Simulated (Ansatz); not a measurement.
CSe, SMILES `[C-]#[Se+]`, relaxed with RKS PBE0-D4/def2-TZVP in Ansatz 0.2.0 from a GFN2-xTB geometry. The force threshold is 0.005 eV/Å; the program also tests the step.

Total charge 0; spin multiplicity 1.

Start:

```xyz
2

C    -0.357   -0.742    0.081
Se    0.357    0.742   -0.081
```

(1) How much energy does the relaxation release, and in how many steps? (Best estimate.)

(2) Which bonds change most? (An estimate is asked.)

(3) Give the relaxed structure. (An estimate is asked.)

Answers

(1) Computed: 0.01 eV, in 3 steps.

(2) The calculation gave: C1–Se2 from 1.654 to 1.671 Å.

(3) Computed: 
```xyz
2

C    -0.360   -0.750    0.082
Se    0.360    0.750   -0.082
```
